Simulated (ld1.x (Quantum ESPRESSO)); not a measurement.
Varying the TM potential for P (Z = 15)

Base potential:

P, norm-conserving Troullier–Martins (Kleinman–Bylander form), made with ld1.x (Quantum ESPRESSO) 7.5 (LDA (PZ), scalar-relativistic). Core [Ne], reference 3s2 3p2.75 (charge +0.25). Waves: 3p (bound): rc 1.45 bohr; 3s (bound): rc 1.65 bohr. Local part: the s channel. Core correction: none.

Cutoffs, loose and tight: the cutoffs (Ry, on a coarse ladder) from which the occupation-weighted sum of valence levels, in a spherical-Bessel basis at the reference potential, stays within 10 and 1 mRy of its value at 400 Ry. They do not see the model core or the augmentation charge, which bear on the density cutoff. Test errors are all-electron minus pseudo excitation energies from the reference, over the configurations 3s2 3p3; 3s2 3p2; 3s2 3p1; 3s2 3p2.5; 3s2 3p3.3; 3s0 3p5; 3s1 3p3 (two spin-polarised tests are not counted in the largest error). A dash means not determined; rows that change the core or the reference have their own tests.

```tsv
change	outcome	cutoff, loose	cutoff, tight	bound ghosts	largest test error (meV)
base	generated	35 Ry	55 Ry	none	+31
wave 3p (bound): rc 1.45 bohr becomes 3p (bound): rc 0.90 bohr	generated	over 300 Ry	over 300 Ry	none	+141
wave 3p (bound): rc 1.45 bohr becomes 3p (bound): rc 1.12 bohr	generated	100 Ry	180 Ry	none	+46
wave 3p (bound): rc 1.45 bohr becomes 3p (bound): rc 1.26 bohr	generated	60 Ry	100 Ry	none	+30
wave 3p (bound): rc 1.45 bohr becomes 3p (bound): rc 1.36 bohr	generated	45 Ry	80 Ry	none	+30
wave 3p (bound): rc 1.45 bohr becomes 3p (bound): rc 1.52 bohr	generated	30 Ry	50 Ry	none	+31
wave 3p (bound): rc 1.45 bohr becomes 3p (bound): rc 1.76 bohr	generated	25 Ry	50 Ry	none	+32
wave 3p (bound): rc 1.45 bohr becomes 3p (bound): rc 1.90 bohr	generated	25 Ry	50 Ry	none	+32
wave 3p (bound): rc 1.45 bohr becomes 3p (bound): rc 1.98 bohr	generated	21 Ry	50 Ry	none	+31
wave 3p (bound): rc 1.45 bohr becomes 3p (bound): rc 2.14 bohr	generated	21 Ry	50 Ry	none	+30
```

Reading the sweep of the p radius (base included, trends over the rows without a ghost): The loose cutoff falls from 100 Ry at 1.12 to 21 Ry at 2.14 bohr. A larger radius leaves more room for a smooth pseudo-wave, so fewer plane waves are needed; a smaller one forces it to follow the all-electron wave where it bends sharply. The median size of the test errors (rows with all tests solved) falls from 5.0 meV at 0.9 to 2.8 meV at 2.14 bohr. This runs against the usual rule that a larger radius transfers worse; these runs do not show why.
